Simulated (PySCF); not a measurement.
C3H3F3, SMILES C1C(F)(F)[C@H]1F.

Geometry: PBE-D3(BJ)/def2-SVP. The structure was generated by enumeration; whether it is a known compound was not checked.

The numbers are results of PBE-D3(BJ)/def2-SVP in PySCF 2.14.0, not measurements.

Frequencies are harmonic and unscaled.

List the normal modes with their intensities. (An estimate is asked for; the answer gives what the named calculation found.)


| mode | ν (cm⁻¹) | IR (km/mol) | moving atoms (share of kinetic energy) |
|---|---|---|---|
| 1 | 179 | 2.5 | F 90 % |
| 2 | 241 | 2.5 | F 65 %, C 23 %, H 12 % |
| 3 | 372 | 1.3 | F 67 %, C 20 %, H 14 % |
| 4 | 437 | 2.3 | H 43 %, C 30 %, F 28 % |
| 5 | 473 | 8.8 | F 62 %, C 31 % |
| 6 | 595 | 6.3 | C 55 %, F 27 %, H 18 % |
| 7 | 724 | 20.8 | F 42 %, C 35 %, H 23 % |
| 8 | 814 | 14.0 | H 40 %, C 30 %, F 30 % |
| 9 | 852 | 8.7 | H 57 %, C 25 %, F 17 % |
| 10 | 969 | 22.6 | H 67 %, C 27 % |
| 11 | 974 | 28.0 | C 48 %, H 47 % |
| 12 | 1028 | 54.1 | C 75 %, H 17 % |
| 13 | 1078 | 11.5 | H 51 %, C 49 % |
| 14 | 1164 | 74.7 | C 42 %, H 33 %, F 26 % |
| 15 | 1241 | 171.6 | C 59 %, H 27 %, F 13 % |
| 16 | 1295 | 84.4 | C 48 %, H 43 %, F 9 % |
| 17 | 1326 | 2.6 | H 79 %, C 20 % |
| 18 | 1476 | 113.6 | C 81 %, H 14 % |
| 19 | 3070 | 0.7 | H 95 % |
| 20 | 3082 | 9.1 | H 92 %, C 8 % |
| 21 | 3179 | 1.1 | H 89 %, C 11 % |
